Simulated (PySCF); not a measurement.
H10N3PSi3.
SMILES: `P[SiH]1N[SiH2]N[SiH2]N1`

The closed-shell SCF was solved with PySCF and density fitting under several settings on one GFN2-xTB geometry (grid level 2 and gas phase unless stated).

```
                                                             settings  basis functions  SCF cycles      E (Eh)  HOMO (eV)  LUMO (eV)  dipole (D)
                                                        PBE0/pcSseg-1              197          12  -1379.5079      -7.15       0.41        0.57
                                                       PBE0/def2-SVPD              236          12  -1379.0917      -7.15       0.07        0.39
    PBE0/pcSseg-0, IEF-PCM dichloromethane, energy threshold 1e-06 Eh               99           7  -1377.7348      -6.92       0.80        1.13
            PBE0/6-31G, IEF-PCM chloroform, energy threshold 1e-08 Eh               99           9  -1379.2711      -6.80       0.68        1.01
OPBE/def2-SVPD, damping 0.1 at the start, DIIS from the seventh cycle              236          24  -1379.5266      -5.89      -0.54        0.36
            PBE0/cc-pVDZ, energy threshold 1e-08 Eh, start guess atom              164          10  -1379.5503      -6.96       0.66        0.38
                                                      revPBE/pcSseg-1              197          14  -1379.8843      -5.84      -0.37        0.51
                   KT3/pcSseg-1, IEF-PCM methanol, level shift 0.3 Eh              197          13  -1392.1520      -5.87      -0.33        0.46
                                            BLYP/STO-3G, grid level 1               61          10  -1363.8606      -1.44       5.06        0.25
```

Problem. Estimate the row for these settings: wB97X/STO-3G.

Solution. 
```
    settings  basis functions  SCF cycles      E (Eh)  HOMO (eV)  LUMO (eV)  dipole (D)
wB97X/STO-3G               61          11  -1364.0660      -5.67       8.37        0.34
```

Problem. Over all rows, what range does the HOMO–LUMO gap span?

Solution. From 5.35 eV (OPBE/def2-SVPD, damping 0.1 at the start, DIIS from the seventh cycle) to 14.04 eV (wB97X/STO-3G). The functional of the narrowest has no exact exchange, that of the widest range-separated exact exchange.

Problem. And the dipole moment?

Solution. From 0.25 D (BLYP/STO-3G, grid level 1) to 1.13 D (PBE0/pcSseg-0, IEF-PCM dichloromethane, energy threshold 1e-06 Eh); the largest is 4.52 times the smallest, and the median is 0.43 D.

Problem. Compare two rows with the functional PBE0: PBE0/pcSseg-1 and PBE0/def2-SVPD. Which energy is lower, and by how much?

Solution. PBE0/pcSseg-1 (197 functions) lies 0.4162 Eh or 261 kcal/mol below PBE0/def2-SVPD (236 functions). The smaller set gives the lower energy; the two sets aren't nested, so the variational bound doesn't order them by size.

Cycle counts include a coarse-grid stage where the run had one. KT3 was designed for NMR shieldings or shifts; total energies of different functionals aren't comparable. The species at its GFN2-xTB geometry (one conformer only).
